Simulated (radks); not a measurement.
Charge is removed step by step from the 3s down level of the manganese ion Mn2+, starting from [Ne] 3s(up 1, down 1) 3p6 3d5. All-electron calculation, scalar-relativistic Kohn-Sham, r2SCAN, spin-polarised, spherical densities, finite nucleus; open shells are filled with parallel spins first; meta-GGA in the generalised Kohn-Sham scheme; Fermi nuclear charge, rms radius 3.7057 fm. Program: a radial shooting solver on a logarithmic mesh with Libxc functionals.

removed (e) = 0: E - E(0) (eV) 0.000; eigenvalue (eV) -101.91; E minus straight line (eV) 0.000
removed (e) = 0.25: E - E(0) (eV) 25.988; eigenvalue (eV) -106.06; E minus straight line (eV) -1.613
removed (e) = 0.5: E - E(0) (eV) 53.032; eigenvalue (eV) -110.36; E minus straight line (eV) -2.170
removed (e) = 0.75: E - E(0) (eV) 81.164; eigenvalue (eV) -114.75; E minus straight line (eV) -1.640
removed (e) = 1: E - E(0) (eV) 110.40; eigenvalue (eV) -119.22; E minus straight line (eV) 0.000

Removing the whole electron costs 110.40 eV by Delta-SCF, against 101.91 eV from minus the eigenvalue at the starting occupation. Slater's transition state (half an electron removed) gives 110.36 eV. Integrating minus the eigenvalue over the occupation (Janak's theorem) gives 110.43 eV. In this scalar-relativistic scheme the density is built from large components alone, so the theorem holds only approximately. The mean slope of the eigenvalue, de/dn, is 17.3 eV per electron.
